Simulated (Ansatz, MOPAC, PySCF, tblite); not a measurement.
Potential energy curve for Be2, singlet.

Methods: GFN2-xTB, 300 K electronic temperature (tblite); RKS-B3LYP/6-31G* = restricted B3LYP/6-31G*, spherical d (PySCF 2.14.0); PM7, restricted, heats of formation (MOPAC); FCI = full CI/cc-pVQZ, frozen core run with Ansatz (a quantum-chemistry and plane-wave program).

Energies relative to the lowest point of each curve near equilibrium, in kJ/mol; the last columns give the difference from FCI:

| R / Å | GFN2-xTB | RKS-B3LYP/6-31G* | PM7 | FCI | GFN2-xTB − FCI | RKS-B3LYP/6-31G* − FCI | PM7 − FCI |
|---|---|---|---|---|---|---|---|
| 1.88 | 6.7 | 72.1 | 28.0 | 59.0 | -52.3 | 13.1 | -31.1 |
| 2.04 | 0.0 | 30.6 | 9.8 | 23.2 | -23.2 | 7.5 | -13.4 |
| 2.11 | 0.7 | 19.7 | 5.6 | 14.2 | -13.5 | 5.6 | -8.6 |
| 2.30 | 8.7 | 4.0 | 0.5 | 2.2 | 6.6 | 1.8 | -1.6 |
| 2.41 | 15.1 | 0.8 | 0.0 | 0.2 | 15.0 | 0.6 | -0.2 |
| 2.52 | 20.6 | 0.0 | 0.3 | 0.0 | 20.6 | 0.0 | 0.3 |
| 2.62 | 24.6 | 0.6 | 0.9 | 0.7 | 23.9 | -0.1 | 0.3 |
| 2.69 | 27.4 | 1.4 | 1.4 | 1.3 | 26.1 | 0.1 | 0.1 |
| 2.79 | 31.0 | 3.0 | 2.2 | 2.3 | 28.6 | 0.7 | -0.2 |
| 2.90 | 33.8 | 4.9 | 3.0 | 3.4 | 30.4 | 1.5 | -0.4 |
| 3.07 | 36.4 | 7.8 | 4.1 | 4.7 | 31.7 | 3.1 | -0.6 |
| 3.41 | 37.8 | 12.4 | 5.7 | 6.1 | 31.7 | 6.4 | -0.4 |
| 3.78 | 37.4 | 15.7 | 6.7 | 6.8 | 30.6 | 8.9 | -0.1 |
| 4.16 | 36.9 | 17.6 | 7.3 | 7.4 | 29.6 | 10.2 | 0.0 |
| 4.57 | 37.2 | 18.8 | 7.6 | 7.9 | 29.3 | 10.9 | -0.3 |
| 5.00 | 37.8 | 19.6 | 7.7 | 8.3 | 29.5 | 11.3 | -0.6 |
| 5.49 | 38.4 | 20.0 | 7.7 | 8.6 | 29.8 | 11.4 | -0.9 |
| 6.15 | 38.9 | 20.2 | 7.7 | 8.8 | 30.1 | 11.4 | -1.1 |
| 6.84 | 39.1 | 20.3 | 7.7 | 8.9 | 30.2 | 11.3 | -1.2 |
| 7.52 | 39.2 | 20.3 | 7.7 | 9.0 | 30.3 | 11.3 | -1.3 |

GFN2-xTB is furthest from FCI at 1.88 (-52.3 kJ/mol, below); its mean absolute difference over the points is 27.1 kJ/mol.

RKS-B3LYP/6-31G* is furthest from FCI at 1.88 (13.1 kJ/mol, above); its mean absolute difference over the points is 6.4 kJ/mol.

PM7 is furthest from FCI at 1.88 (-31.1 kJ/mol, below); its mean absolute difference over the points is 3.1 kJ/mol.

Also computed but left out beside FCI, since their determinant holds another spin at the minimum (<S²> over 0.7 above the pure value): UHF, UMP2, UHF/3-21G, UHF/6-31G*.
